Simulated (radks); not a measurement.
Task: Ti+, 21 electrons, occupied as [Ar] 3d(3/2: 3, 5/2: 0) (not the ground configuration). All-electron calculation, Dirac Kohn-Sham, relativistic LDA (MacDonald-Vosko exchange, VWN5 correlation), spin-unpolarised, spherical densities, finite nucleus; Fermi nuclear charge, rms radius 3.5921 fm. Program: a radial shooting solver on a logarithmic mesh with Libxc functionals. Some entries of the table are withheld. Estimate them.

orbital  occ.  eigenvalue (eV)  <1/r> (bohr^-1)
1s1/2       2        -4847.377            21.73
2s1/2       2        -536.7401            4.543
2p1/2       2        -449.6587              (1)
2p3/2       4        -443.9151              (2)
3s1/2       2         -65.0913              (3)
3p1/2       2         -42.3089              (4)
3p3/2       4         -41.6630              (5)
3d3/2       3              (6)              (7)
3d5/2       0              (8)              (9)

Result: 
(1) 2p1/2 <1/r> (bohr^-1): 4.485
(2) 2p3/2 <1/r> (bohr^-1): 4.429
(3) 3s1/2 <1/r> (bohr^-1): 1.388
(4) 3p1/2 <1/r> (bohr^-1): 1.258
(5) 3p3/2 <1/r> (bohr^-1): 1.246
(6) 3d3/2 eigenvalue (eV): -8.2886
(7) 3d3/2 <1/r> (bohr^-1): 0.8202
(8) 3d5/2 eigenvalue (eV): -8.2476
(9) 3d5/2 <1/r> (bohr^-1): 0.8172
